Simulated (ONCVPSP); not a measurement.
**W (Z = 74): excitation energies, all-electron against ONCV**

```
Element                 : tungsten (W)
Generator               : ONCVPSP 4.0.1
Type                    : optimised norm-conserving Vanderbilt (ONCV)
Functional              : PBE
Relativity              : scalar-relativistic
Frozen core             : [Xe] 4f14
Valence charge          : 6
Reference configuration : 5d4 6s1.75 6p0.25
Partial waves           : 6s: rc 2.70 bohr, ncon 3, nbas 6, qcut 2.5 1/bohr, 1 projector; 6p: rc 3.65 bohr, ncon 3, nbas 7, qcut 2 1/bohr, 2 projectors, debl 0.3 Ha; 5d: rc 2.00 bohr, ncon 4, nbas 8, qcut 6.1 1/bohr, 1 projector
Local potential         : polynomial inside 1.75 bohr (lpopt 4, dvloc0 0 Ha)
Core correction         : Teter function, fcfact 4, rcfact 1.2
```

Energies are relative to the spin-unpolarised reference configuration 5d4 6s1.75 6p0.25; without spin polarisation the order of configurations can differ from experiment.

```
valence configuration  charge  ΔE all-electron (eV)  error AE − PS (meV)
          5d4 6s2 6p0       0                -1.096                 +0.6
          5d4 6s0 6p0      +2                23.468                  +21
          5d4 6s1 6p1       0                 3.400                 +2.6
```

Task: What are ΔE and the potential's error for 5d4 6s1 6p0?

Result: ΔE = 7.788 eV all-electron; the error (AE − PS) is -1.6 meV.

Levels in the configuration 5d4 6s0 6p0:

| level | all-electron (eV) | pseudo (eV) |
| --- | --- | --- |
| 5d | -19.881 | -19.823 |

Note: ghosts flagged at negative energy: s at -24.0 eV; GHOST(+) flagged for p at 25.2 eV. A true bound ghost makes a file unfit for plane-wave use.
